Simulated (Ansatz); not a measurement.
A structure relaxed at PBE0-D4/def2-TZVP, charge 0, multiplicity 1:

Cartesian coordinates in Å:
```
C 1.1405 -0.2169 -0.3168
B -0.3657 0.1666 -0.0407
N -1.0686 -0.3252 1.0701
O -1.0633 1.0071 -0.8826
H 1.7727 0.6770 -0.3445
H 1.5612 -0.8908 0.4325
H 1.2474 -0.7043 -1.2918
H -2.0275 -0.0820 1.2482
H -0.6616 -0.9424 1.7469
H -0.5352 1.3109 -1.6211
```

**Question.** Give its formula and SMILES.

**Answer.** CH6BNO, `CB(N)O`.

**Question.** Point group (tolerance 0.08 Å, 0.16 Å for H)?

**Answer.** Cs.

**Question.** Summarise the bond lengths by kind.

**Answer.** 1 × B–C 1.579 Å; 3 × C–H 1.092 to 1.095 Å; 1 × B–N 1.404 Å; 1 × B–O 1.379 Å; 2 × H–N 1.002 to 1.005 Å; 1 × H–O 0.957 Å.

Results of the Gaussian-basis code of Ansatz.
